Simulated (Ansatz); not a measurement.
One change: `[CH3][W](=[S])(=[S])[Cl]` becomes `[CH3][W]([F])(=[S])=[S]`.

Ansatz, PBE0-D4/def2-TZVP geometries, multiplicity 1. 

Elements past krypton have def2 core potentials.

```csv
property,`[CH3][W](=[S])(=[S])[Cl]`
HOMO energy (PBE/def2-TZVPP) / eV,-6.34
size of the dipole moment (PBE/def2-TZVPP) / D,2.06
size of the dipole moment (ωB97M-V/def2-TZVPP) / D,2.05
HOMO energy (PBE0/def2-TZVPP) / eV,-7.43
HOMO–LUMO gap (PBE/def2-TZVPP) / eV,2.41
LUMO energy (PBE/def2-TZVPP) / eV,-3.94
```

**Question.** Give the same properties after the change, and the shifts. (An estimate is asked.)

**Answer.** Computed: 
```
                                          property  `[CH3][W]([F])(=[S])=[S]`  shift
                 HOMO energy (PBE/def2-TZVPP) / eV                      -6.37  -0.03
    size of the dipole moment (PBE/def2-TZVPP) / D                       2.17   0.11
size of the dipole moment (ωB97M-V/def2-TZVPP) / D                       2.18   0.13
                HOMO energy (PBE0/def2-TZVPP) / eV                      -7.47  -0.04
               HOMO–LUMO gap (PBE/def2-TZVPP) / eV                       2.62   0.21
                 LUMO energy (PBE/def2-TZVPP) / eV                      -3.74   0.20
```

Dipoles are sizes alone; their direction can turn.
